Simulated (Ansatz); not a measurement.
Basis-set extrapolation for C2H9BSSi, SMILES `BC[SiH2]SC` (PBE0-D4/def2-TZVP geometry, frozen core, Ansatz). Multiplicity 1, RHF reference.

```csv
,def2-TZVPP,def2-QZVPP
HF,-792.184162,-792.209386
MP2 correlation,-0.779528,-0.833549
CCSD(T) correlation,-0.880145,not run
```

Energies in hartree. Use E(X) = E(∞) + A·exp(−7.88·√X) for Hartree–Fock and E(X) = E(∞) + B·X^(−2.97) for correlation, with X = 3 and 4, and add CCSD(T) minus MP2 of the smaller set to the MP2 limit.

What is the CCSD(T) energy at the basis-set limit?

HF limit: -792.209386 + (-0.025224) × 0.13774 = -792.21286. MP2 limit: -0.833549 + (-0.054021) × 0.74074 = -0.87356. Higher-order term: -0.880145 − (-0.779528) = -0.10062. Total: -793.18704 hartree, 77.0 kcal/mol below CCSD(T)/def2-TZVPP.
